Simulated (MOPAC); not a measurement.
MOPAC input (PM3):

```
PM3 PRECISE GNORM=0.05 LET XYZ GEO-OK AUX(PRECISION=9) THREADS=1
C2H7BO

C     1.11772400 1   -1.07518800 1    0.00034100 1
B     0.03322900 1    0.06193400 1   -0.02269900 1
C    -1.46533500 1   -0.20332100 1    0.39471800 1
O     0.44573400 1    1.30095600 1   -0.42675800 1
H     0.74291100 1   -2.00380600 1   -0.43912600 1
H     2.04143500 1   -0.79257800 1   -0.50609000 1
H     1.36858800 1   -1.31852800 1    1.03946300 1
H    -1.52808400 1   -0.79355700 1    1.31291100 1
H    -2.06396700 1    0.70166000 1    0.53180500 1
H    -1.95604800 1   -0.80473200 1   -0.37907000 1
H    -0.25118900 1    1.96528400 1   -0.40268500 1
```

Output:

```
 *******************************************************************************
 **                                                                           **
 **                              MOPAC v23.2.5                                **
 **                                                                           **
 *******************************************************************************
 ** MOPAC's Digital Object Identifier: https://doi.org/10.5281/zenodo.6511958 **
 **                                                                           **
 ** Please cite the open-source release paper for use of this MOPAC version:  **
 ** J. E. Moussa and J. J. P. Stewart (2026)                                  **
 ** MOPAC: An open-source semiempirical molecular orbital program             **
 ** J. Open Source Softw., 11(119), 8025, https://doi.org/10.21105/joss.08025 **
 *******************************************************************************

                              PM3 CALCULATION RESULTS

 *******************************************************************************
 *  PM3        - The PM3 Hamiltonian to be used
 *  GEO-OK     - OVERRIDE INTERATOMIC DISTANCE AND OTHER SAFETY CHECKS
 *  LET        - OVERRIDE SOME SAFETY CHECKS
 *  PRECISE    - TIGHTER CRITERIA TO BE USED
 *  XYZ        - CARTESIAN COORDINATE SYSTEM TO BE USED
 *  GNORM      - EXIT WHEN GRADIENT NORM DROPS BELOW 0.050
 *  AUX        - OUTPUT AUXILIARY INFORMATION
 *******************************************************************************
PM3 PRECISE GNORM=0.05 LET XYZ GEO-OK AUX(PRECISION=9) THREADS=1
 C2H7BO

   ATOM   CHEMICAL          X               Y               Z
  NUMBER   SYMBOL      (ANGSTROMS)     (ANGSTROMS)     (ANGSTROMS)

     1       C          1.11772400  *  -1.07518800  *   0.00034100  *
     2       B          0.03322900  *   0.06193400  *  -0.02269900  *
     3       C         -1.46533500  *  -0.20332100  *   0.39471800  *
     4       O          0.44573400  *   1.30095600  *  -0.42675800  *
     5       H          0.74291100  *  -2.00380600  *  -0.43912600  *
     6       H          2.04143500  *  -0.79257800  *  -0.50609000  *
     7       H          1.36858800  *  -1.31852800  *   1.03946300  *
     8       H         -1.52808400  *  -0.79355700  *   1.31291100  *
     9       H         -2.06396700  *   0.70166000  *   0.53180500  *
    10       H         -1.95604800  *  -0.80473200  *  -0.37907000  *
    11       H         -0.25118900  *   1.96528400  *  -0.40268500  *

          CARTESIAN COORDINATES

    NO.       ATOM           X           Y           Z

     1         C          1.1177     -1.0752      0.0003
     2         B          0.0332      0.0619     -0.0227
     3         C         -1.4653     -0.2033      0.3947
     4         O          0.4457      1.3010     -0.4268
     5         H          0.7429     -2.0038     -0.4391
     6         H          2.0414     -0.7926     -0.5061
     7         H          1.3686     -1.3185      1.0395
     8         H         -1.5281     -0.7936      1.3129
     9         H         -2.0640      0.7017      0.5318
    10         H         -1.9560     -0.8047     -0.3791
    11         H         -0.2512      1.9653     -0.4027

  H: (PM3): J. J. P. STEWART, J. COMP. CHEM. 10, 209 (1989).
  B: (PM3): J. J. P. STEWART, J. MOL. MOD., 10, 155-164 (2004)
  C: (PM3): J. J. P. STEWART, J. COMP. CHEM. 10, 209 (1989).
  O: (PM3): J. J. P. STEWART, J. COMP. CHEM. 10, 209 (1989).

           Empirical Formula: C2 H7 O B  =    11 atoms

      MOLECULAR POINT GROUP   :   C1

      RHF CALCULATION, NO. OF DOUBLY OCCUPIED LEVELS = 12

          Geometry optimization using EF

          DIAGONAL MATRIX USED AS START HESSIAN

 CYCLE:     1  GRAD.:    39.372 HEAT: -102.0408
 CYCLE:     2  GRAD.:   358.151 HEAT: -79.71816
 CYCLE:     3  GRAD.:   130.391 HEAT: -98.60259
 CYCLE:     4  GRAD.:   185.393 HEAT: -90.69255
 CYCLE:     5  GRAD.:    58.548 HEAT: -100.5546
 CYCLE:     6  GRAD.:   165.977 HEAT: -93.74394
 CYCLE:     7  GRAD.:   123.988 HEAT: -97.55557
 CYCLE:     8  GRAD.:   114.681 HEAT: -97.44169
 CYCLE:     9  GRAD.:   137.336 HEAT: -95.14537
 CYCLE:    10  GRAD.:   111.559 HEAT: -97.91020
 CYCLE:    11  GRAD.:   246.869 HEAT: -90.11066
 CYCLE:    12  GRAD.:   120.891 HEAT: -95.00750
 CYCLE:    13  GRAD.:   163.943 HEAT: -95.18243
 CYCLE:    14  GRAD.:   204.113 HEAT: -90.33794
 CYCLE:    15  GRAD.:   114.049 HEAT: -97.65303
 CYCLE:    16  GRAD.:   175.407 HEAT: -91.77617
 CYCLE:    17  GRAD.:   110.764 HEAT: -97.79113
 CYCLE:    18  GRAD.:   131.825 HEAT: -96.43837
 CYCLE:    19  GRAD.:    80.122 HEAT: -100.8350
 CYCLE:    20  GRAD.:   224.139 HEAT: -88.17268
 CYCLE:    21  GRAD.:    46.648 HEAT: -102.2774
 CYCLE:    22  GRAD.:    39.891 HEAT: -102.4270
 CYCLE:    23  GRAD.:     2.515 HEAT: -103.0194
 CYCLE:    24  GRAD.:     0.973 HEAT: -103.0230
 CYCLE:    25  GRAD.:     0.641 HEAT: -103.0240
 CYCLE:    26  GRAD.:     0.461 HEAT: -103.0245
 CYCLE:    27  GRAD.:     0.344 HEAT: -103.0252
 CYCLE:    28  GRAD.:     0.231 HEAT: -103.0255
 CYCLE:    29  GRAD.:     0.114 HEAT: -103.0256
 CYCLE:    30  GRAD.:     0.098 HEAT: -103.0257
 CYCLE:    31  GRAD.:     0.087 HEAT: -103.0257
 CYCLE:    32  GRAD.:     0.064 HEAT: -103.0258
 CYCLE:    33  GRAD.:     0.155 HEAT: -103.0258
 CYCLE:    34  GRAD.:     0.086 HEAT: -103.0258
 CYCLE:    35  GRAD.:     0.055 HEAT: -103.0259
 CYCLE:    36  GRAD.:     0.078 HEAT: -103.0260
 CYCLE:    37  GRAD.:     0.210 HEAT: -103.0263
 CYCLE:    38  GRAD.:     0.439 HEAT: -103.0266
 CYCLE:    39  GRAD.:     0.852 HEAT: -103.0270
 CYCLE:    40  GRAD.:     0.443 HEAT: -103.0279
 CYCLE:    41  GRAD.:     0.876 HEAT: -103.0285
 CYCLE:    42  GRAD.:     0.805 HEAT: -103.0287
 CYCLE:    43  GRAD.:     0.221 HEAT: -103.0293
 CYCLE:    44  GRAD.:     0.350 HEAT: -103.0296
 CYCLE:    45  GRAD.:     0.638 HEAT: -103.0297
 CYCLE:    46  GRAD.:     0.215 HEAT: -103.0298
 CYCLE:    47  GRAD.:     0.145 HEAT: -103.0299
 CYCLE:    48  GRAD.:     0.075 HEAT: -103.0299
 CYCLE:    49  GRAD.:     0.055 HEAT: -103.0299
 CYCLE:    50  GRAD.:     0.031 HEAT: -103.0299

     GRADIENT =  0.03091 IS LESS THAN CUTOFF =  0.05000

 -------------------------------------------------------------------------------
 PM3 PRECISE GNORM=0.05 LET XYZ GEO-OK AUX(PRECISION=9) THREADS=1
 C2H7BO

     GEOMETRY OPTIMISED USING EIGENVECTOR FOLLOWING (EF).
     SCF FIELD WAS ACHIEVED

                              PM3 CALCULATION
                                                       MOPAC v23.2.5 Linux

          FINAL HEAT OF FORMATION =       -103.02994 KCAL/MOL =    -431.07729 KJ/MOL

          COSMO AREA              =        105.75 SQUARE ANGSTROMS
          COSMO VOLUME            =         89.82 CUBIC ANGSTROMS

          GRADIENT NORM           =          0.03091          =       0.00932 PER ATOM
          IONIZATION POTENTIAL    =         11.535862 EV
          HOMO LUMO ENERGIES (EV) =        -11.536  1.505
          NO. OF FILLED LEVELS    =         12
          MOLECULAR WEIGHT        =         57.8867         POINT GROUP:  C1

          MOLECULAR DIMENSIONS (Angstroms)

            Atom       Atom       Distance
            H     9    H     6     4.46593
            H    11    H     8     3.43293
            H     7    H    10     2.03148

          SCF CALCULATIONS        =         51

   ATOM   CHEMICAL          X               Y               Z
  NUMBER   SYMBOL      (ANGSTROMS)     (ANGSTROMS)     (ANGSTROMS)

     1       C          1.09609252  *  -1.04946699  *   0.00022346  *
     2       B          0.01641242  *   0.05390580  *  -0.01682269  *
     3       C         -1.44883880  *  -0.21336048  *   0.39994142  *
     4       O          0.45200935  *   1.28008221  *  -0.42920534  *
     5       H          0.74928051  *  -1.93158694  *  -0.55419633  *
     6       H          2.06094586  *  -0.74903300  *  -0.42548570  *
     7       H          1.27735641  *  -1.36580736  *   1.03711355  *
     8       H         -1.49450744  *  -0.73800835  *   1.36350052  *
     9       H         -2.06702916  *   0.68830754  *   0.49016322  *
    10       H         -1.93061849  *  -0.86542142  *  -0.34265450  *
    11       H         -0.19398326  *   1.97061628  *  -0.43835251  *

                             CARTESIAN COORDINATES

   1    C        1.096092520    -1.049466990     0.000223458
   2    B        0.016412425     0.053905801    -0.016822692
   3    C       -1.448838804    -0.213360478     0.399941416
   4    O        0.452009346     1.280082211    -0.429205335
   5    H        0.749280513    -1.931586940    -0.554196331
   6    H        2.060945858    -0.749033004    -0.425485702
   7    H        1.277356411    -1.365807362     1.037113554
   8    H       -1.494507439    -0.738008352     1.363500516
   9    H       -2.067029159     0.688307539     0.490163225
  10    H       -1.930618489    -0.865421422    -0.342654504
  11    H       -0.193983260     1.970616284    -0.438352513

           Empirical Formula: C2 H7 O B  =    11 atoms

      MOLECULAR POINT GROUP   :   C1

                  EIGENVALUES
 -38.58861 -32.30061 -28.63689 -19.19726 -16.63475 -15.58426 -15.01757 -13.11722
 -13.07060 -12.68451 -12.60732 -11.53586   1.50458   3.25064   3.64549   3.93775
   4.45070   4.50612   4.55054   4.74219   4.78619   5.00822   5.84950

              NET ATOMIC CHARGES AND DIPOLE CONTRIBUTIONS

  ATOM NO.   TYPE          CHARGE      No. of ELECS.   s-Pop       p-Pop
    1          C          -0.147507        4.1475     1.10559     3.04192
    2          B          -0.061385        3.0614     1.05046     2.01092
    3          C          -0.206488        4.2065     1.11927     3.08721
    4          O          -0.191514        6.1915     1.70530     4.48621
    5          H           0.069872        0.9301     0.93013
    6          H           0.065795        0.9342     0.93420
    7          H           0.072719        0.9273     0.92728
    8          H           0.074411        0.9256     0.92559
    9          H           0.052646        0.9474     0.94735
   10          H           0.076686        0.9233     0.92331
   11          H           0.194765        0.8052     0.80524
 DIPOLE           X         Y         Z       TOTAL
 POINT-CHG.    -0.361    -0.165     0.120     0.414
 HYBRID        -0.633     0.408     0.051     0.755
 SUM           -0.994     0.243     0.171     1.037

          ATOMIC ORBITAL ELECTRON POPULATIONS

     Atom    s        px        py        pz
    1  C   1.10559   1.01492   1.01035   1.01665
    2  B   1.05046   0.83411   0.71896   0.45786
    3  C   1.11927   1.03252   1.02914   1.02555
    4  O   1.70530   1.53133   1.27973   1.67516
    5  H   0.93013
    6  H   0.93420
    7  H   0.92728
    8  H   0.92559
    9  H   0.94735
   10  H   0.92331
   11  H   0.80524

 **********************
 *                    *
 * JOB ENDED NORMALLY *
 *                    *
 **********************

 == MOPAC DONE ==
```

The geometry given is a B3LYP-D3(BJ)/def2-TZVP minimum.
